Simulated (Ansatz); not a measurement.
Total energies of F₃Ga (`[F][Ga]([F])[F]`).

```xyz
4

F     0.040   -0.720    1.566
Ga    0.000    0.000    0.000
F     0.952   -0.660   -1.276
F    -0.993    1.380   -0.290
```

Charge 0, multiplicity 1. Correlated methods include outer-core shells of Ga, which these sets cover unevenly. Scalar relativity is left out up to krypton. The geometry is a stationary point of PBE0-D4/def2-TZVP. Basis def2-TZVPP, Ansatz.

RPA on PBE orbitals: Hartree–Fock energy of these orbitals -2221.75343 Eh, correlation -1.42382 Eh (frozen core).

```
 functional  energy without D4 (Eh)  D4 term (kJ/mol)
LDA (SPW92)             -2219.71746                 –
        PBE             -2224.06803              -5.3
       BLYP             -2224.69614             -11.6
     r2SCAN             -2224.51119              -1.2
     B97M-V             -2224.16026                 –
       PBE0             -2224.10129              -4.4
      B3LYP             -2224.68877              -8.6
    r2SCANh             -2224.48258              -1.3
      BHLYP             -2224.50805              -6.9
  CAM-B3LYP             -2224.69798              -4.5
    LC-ωPBE             -2224.23078                 –
    ωB97M-V             -2224.47049                 –
     B2PLYP             -2224.12920                 –
   PBE-QIDH             -2223.73728                 –
```

(1) Give the same for revPBE, r2SCAN0, HSE06 (plane-wave form), ωB97X-V. (An estimate is asked.)

B3LYP takes the VWN-RPA correlation (the form of Gaussian; ORCA's B3LYP/G). HSE06 is the plane-wave form, built on full-range PBE exchange. The double hybrids freeze the cores in their second-order part.

## Answers

(1) The calculation gave: 
| functional | energy without D4 (Eh) | D4 term (kJ/mol) |
| --- | --- | --- |
| revPBE | -2224.39349 | -14.9 |
| r2SCAN0 | -2224.44157 | -1.4 |
| HSE06 (plane-wave form) | -2224.08942 | -4.1 |
| ωB97X-V | -2224.36217 | – |

LC-ωPBE has ω = 0.4 bohr⁻¹.
